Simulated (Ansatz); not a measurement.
`C#CCCCCc1ccc(-c2ccccc2)cc1`. Charge 0, multiplicity 1. Geometry PBE-D4/def2-SVP, basis def2-TZVP, Ansatz.

| run | HOMO (eV) | LUMO (eV) |
| --- | --- | --- |
| A | -5.47 | -1.75 |
| B | -5.68 | -1.71 |
| C | -6.01 | -1.41 |
| D | -5.55 | -1.84 |
| E | -6.41 | -1.03 |
| F | -5.34 | -1.66 |

Single mean-field runs in def2-TZVP are fitted with def2-universal-jkfit.

Task: The runs used BLYP, PBE, PBE0, r2SCAN, r2SCANh, revPBE. Estimate which is which.

Result: A revPBE (0 % exact exchange); B r2SCAN (0 % exact exchange); C r2SCANh (10 % exact exchange); D PBE (0 % exact exchange); E PBE0 (25 % exact exchange); F BLYP (0 % exact exchange). Exact exchange lowers occupied and raises empty levels; among semilocal functionals meta-GGAs tend to open the gap a little, and such runs are hard to tell apart. The gap grows from 3.68 eV (BLYP) to 5.38 eV (PBE0).
